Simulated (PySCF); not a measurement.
PBE0-D3(BJ)/def2-TZVP geometry optimisation, IEF-PCM water with PySCF 2.14 and geomeTRIC: [Cr(SH)4]2-, charge -2, multiplicity 5. Start (model start, shaken):

```
9

Cr    0.0000    0.0045   -0.0041
S     1.5375    1.5440    1.0079
H     0.7786    2.6646    1.1210
S    -1.5602   -1.5435    1.0281
H    -0.7761   -2.6584    1.1280
S    -1.5404    1.5307   -1.0296
H    -2.6730    0.7584   -1.1560
S     1.5474   -1.5699   -1.0187
H     2.6468   -0.7805   -1.1661
```

```
step  E − E(start) / kcal mol⁻¹  largest force / Eh bohr⁻¹
   0                       0.00                    0.01531
   1                      -1.64                    0.00365
   2                      -3.29                    0.01108
   3                      -5.14                    0.01152
   4                      -6.28                    0.00374
   5                      -7.21                    0.00314
   6                      -7.29                    0.00866
   7                      -7.55                    0.00589
   8                      -7.62                    0.00507
   9                      -7.66                    0.00343
  10                      -7.70                    0.00142
  11                      -7.75                    0.00041
  12                      -7.76                    0.00024
  13                      -7.76                    0.00010
```

The optimisation met its thresholds. End point:

```
9

Cr   -0.0043   -0.0059   -0.0108
S     1.6833    1.7155   -0.0124
H     0.9481    2.8412   -0.0147
S    -1.6920   -1.7267   -0.0071
H    -0.9571   -2.8524    0.0021
S    -1.7246    1.6831   -0.0126
H    -2.8505    0.9486   -0.0138
S     1.7159   -1.6939   -0.0078
H     2.8419   -0.9594   -0.0125
```

Metal–donor distances, start → end: S2 2.400 → 2.411 Å, S4 2.428 → 2.410 Å, S6 2.399 → 2.411 Å, S8 2.429 → 2.410 Å.

No frequencies were computed, so the end point may be a saddle point.

The job took 11 min on one thread of Arm Neoverse V1 (shared host), with 217 basis functions and a peak of 1.4 GiB, launched as `OMP_NUM_THREADS=1 python lf_run.py task.json out`.
